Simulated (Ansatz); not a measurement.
A relaxation, step by step

BHF4 (SMILES F.FB(F)F), closed shell, PBE0-D4/def2-TZVP (Ansatz 0.2.0). Settings:

```yaml
hamiltonian: {xc: pbe0, dispersion: d4}
relax: {f_tol: 0.005, max_steps: 200}
```

Start (the SMILES describes the start alone):

```tsv
atom	x (Å)	y (Å)	z (Å)
F1	-0.0749	-0.4364	-1.4398
H2	0.1455	0.4589	-1.6244
F3	0.2896	1.2366	0.3966
B4	-0.0235	-0.0348	0.7033
F5	0.9508	-0.8819	1.0060
F6	-1.2876	-0.3423	0.9583
```

```
step  energy less the last (meV)  largest force component (eV/Å)
   1                        68.7                           0.742
   2                        36.5                           0.484
   3                        15.5                           0.475
   4                         4.1                           0.234
   5                         0.7                           0.070
   6                         0.1                           0.034
   7                         0.0                           0.019
   8                         0.0                           0.009
   9                         0.0                           0.004
```

Step 3, positions (Å) and forces (eV/Å):

```csv
atom,x,y,z,Fx,Fy,Fz
F1,-0.066,-0.407,-1.499,0.114,0.449,-0.268
H2,0.141,0.420,-1.879,-0.119,-0.475,0.217
F3,0.286,1.235,0.539,0.024,0.092,-0.115
B4,-0.023,-0.026,0.788,0.084,0.380,0.265
F5,0.932,-0.876,1.049,0.271,-0.302,-0.042
F6,-1.271,-0.345,1.002,-0.374,-0.144,-0.057
```

Step 6, positions (Å) and forces (eV/Å):

```
atom       x       y       z      Fx      Fy      Fz
  F1  -0.064  -0.403  -1.558  -0.005  -0.019  -0.003
  H2   0.138   0.401  -1.964   0.005   0.019  -0.009
  F3   0.287   1.245   0.592   0.008   0.034   0.003
  B4  -0.021  -0.011   0.851  -0.003  -0.015  -0.025
  F5   0.936  -0.882   1.063  -0.008  -0.008   0.017
  F6  -1.277  -0.349   1.016   0.003  -0.010   0.017
```

Step 8, positions (Å) and forces (eV/Å):

| atom | x | y | z | Fx | Fy | Fz |
| --- | --- | --- | --- | --- | --- | --- |
| F1 | -0.064 | -0.404 | -1.571 | 0.001 | 0.005 | 0.001 |
| H2 | 0.140 | 0.405 | -1.966 | -0.001 | -0.003 | 0.000 |
| F3 | 0.287 | 1.243 | 0.588 | 0.002 | 0.009 | -0.003 |
| B4 | -0.021 | -0.012 | 0.854 | -0.001 | -0.006 | 0.000 |
| F5 | 0.935 | -0.883 | 1.071 | 0.006 | -0.004 | 0.001 |
| F6 | -1.277 | -0.349 | 1.024 | -0.007 | -0.001 | 0.001 |

Last step (9):

F1  (-0.064, -0.403, -1.569)
H2  (0.139, 0.405, -1.967)
F3  (0.287, 1.243, 0.589)
B4  (-0.021, -0.012, 0.854)
F5  (0.935, -0.883, 1.070)
F6  (-1.277, -0.349, 1.023)
(Å)

Hardware: 4 CPU threads of an Intel Xeon Platinum 8259CL, shared host. Wall time about 13 s.
